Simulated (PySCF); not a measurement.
Species: (FAlPH)3 ring, Al₃F₃H₃P₃.
Bonds: Al1–F2, Al1–P3, Al1–P9, P3–Al4, Al4–F5, Al4–P6, P6–Al7, Al7–F8, Al7–P9. Hydrogens: H10 on P3; H11 on P6; H12 on P9.

Computed by this run: PySCF 2.14.0, PBE0-D3(BJ)/def2-SVP geometry optimisation, gas phase; density fitting, grid level 1; the optimiser is geomeTRIC in internal coordinates, started from a GFN2-xTB structure with every atom displaced at random (about 0.03 Å).

Step 2: E = -55817.5280 eV
```
atom  x, y, z in Å  |  force x, y, z in eV/Å
Al1     0.0332    1.0395   -1.2334    0.072   0.030  -0.225
F2     -0.8773    2.4313   -1.1052   -0.124   0.267   0.025
P3      2.1529    1.3176   -0.3553   -0.054  -0.148   0.050
Al4     1.1379    0.3523    1.4809    0.275  -0.062   0.227
F5      2.1004   -0.5002    2.5469   -0.031   0.037  -0.074
P6     -1.1258    0.2472    1.9370   -0.133   0.097  -0.139
Al7    -1.4321   -1.1874    0.1398   -0.167  -0.324  -0.134
F8     -1.6817   -2.8104    0.4512    0.058   0.141   0.113
P9     -1.2373   -0.6711   -2.1134    0.092  -0.013   0.162
H10     2.5790   -0.0263   -0.6479    0.015   0.040  -0.025
H11    -1.3592    1.3635    1.0504    0.000  -0.052   0.057
H12    -0.1745   -1.6389   -2.1001   -0.004  -0.014  -0.036
```

Step 3: E = -55817.5480 eV
```
atom  x, y, z in Å  |  force x, y, z in eV/Å
Al1     0.0260    1.0587   -1.2392    0.064   0.067  -0.074
F2     -0.8854    2.4561   -1.1041   -0.024   0.105  -0.011
P3      2.1534    1.3135   -0.3488   -0.105  -0.094   0.035
Al4     1.1490    0.3513    1.4977    0.240  -0.138   0.169
F5      2.1131   -0.5107    2.5595   -0.108   0.105  -0.124
P6     -1.1275    0.2489    1.9183   -0.099   0.081  -0.050
Al7    -1.4480   -1.2023    0.1392   -0.055  -0.244  -0.141
F8     -1.6850   -2.8220    0.4714    0.038   0.126   0.082
P9     -1.2319   -0.6707   -2.1087    0.020  -0.016   0.127
H10     2.5824   -0.0241   -0.6582    0.002   0.021  -0.024
H11    -1.3572    1.3604    1.0285    0.005  -0.020   0.038
H12    -0.1734   -1.6419   -2.1046    0.021   0.007  -0.028
```

Step 4: E = -55817.5617 eV
```
atom  x, y, z in Å  |  force x, y, z in eV/Å
Al1     0.0181    1.0811   -1.2471    0.010   0.083   0.066
F2     -0.8906    2.4852   -1.1112    0.053  -0.023  -0.048
P3      2.1453    1.3022   -0.3413   -0.075  -0.023   0.011
Al4     1.1560    0.3411    1.5142    0.062  -0.133   0.045
F5      2.1148   -0.5310    2.5685   -0.083   0.089  -0.074
P6     -1.1360    0.2542    1.9015   -0.029   0.045   0.031
Al7    -1.4566   -1.2192    0.1393    0.049  -0.077  -0.098
F8     -1.6736   -2.8309    0.5059    0.010   0.033   0.052
P9     -1.2231   -0.6723   -2.0998   -0.033  -0.024   0.045
H10     2.5702   -0.0277   -0.6808   -0.001   0.001  -0.014
H11    -1.3546    1.3660    1.0139    0.010   0.010   0.000
H12    -0.1544   -1.6314   -2.1121    0.027   0.019  -0.015
```

Step 5: E = -55817.5677 eV
```
atom  x, y, z in Å  |  force x, y, z in eV/Å
Al1     0.0126    1.0940   -1.2513   -0.031   0.061   0.105
F2     -0.8907    2.5027   -1.1231    0.065  -0.047  -0.059
P3      2.1349    1.2914   -0.3364   -0.021   0.008   0.001
Al4     1.1520    0.3274    1.5203   -0.049  -0.072  -0.041
F5      2.1039   -0.5503    2.5699   -0.019   0.033  -0.003
P6     -1.1444    0.2610    1.8966   -0.011   0.019   0.054
Al7    -1.4516   -1.2276    0.1417    0.075   0.018  -0.053
F8     -1.6523   -2.8332    0.5349   -0.002  -0.024   0.031
P9     -1.2183   -0.6745   -2.0930   -0.039  -0.020  -0.005
H10     2.5534   -0.0338   -0.6995    0.001  -0.005  -0.003
H11    -1.3503    1.3751    1.0105    0.011   0.015  -0.023
H12    -0.1337   -1.6149   -2.1198    0.020   0.013  -0.004
```

Problem. Estimate the geometry and energy of step 6. (The exact step hangs on the optimiser's Hessian estimate; all steps are aligned on step 5, rigid shifts and turns removed.)

Solution. E = -55817.5730 eV, largest force 0.164 eV/Å
```
atom  x, y, z in Å  |  force x, y, z in eV/Å
Al1     0.0050    1.1077   -1.2536   -0.065   0.006   0.099
F2     -0.8873    2.5231   -1.1448    0.050  -0.033  -0.057
P3      2.1204    1.2774   -0.3302    0.043   0.030   0.001
Al4     1.1393    0.3057    1.5231   -0.123   0.021  -0.106
F5      2.0827   -0.5785    2.5682    0.054  -0.038   0.073
P6     -1.1572    0.2715    1.8964   -0.008  -0.006   0.051
Al7    -1.4364   -1.2345    0.1477    0.061   0.079   0.002
F8     -1.6153   -2.8336    0.5729   -0.008  -0.056   0.001
P9     -1.2154   -0.6772   -2.0841   -0.024  -0.004  -0.043
H10     2.5300   -0.0421   -0.7220    0.004  -0.007   0.011
H11    -1.3427    1.3869    1.0080    0.010   0.011  -0.040
H12    -0.1076   -1.5892   -2.1307    0.007  -0.002   0.009
```

The energy changes by -0.0053 eV. The first-order estimate −F·Δx gives -0.0065 eV and the mean of the old and new forces, exact on a quadratic surface, -0.0035 eV. The step makes an angle of 74° with the force vector and moves no atom by more than 0.053 Å.

What follows is the cost of the whole optimisation. On an AMD EPYC with one thread, no GPU, on a shared host, this took 11 min wall and 0.73 GiB of memory at its peak.
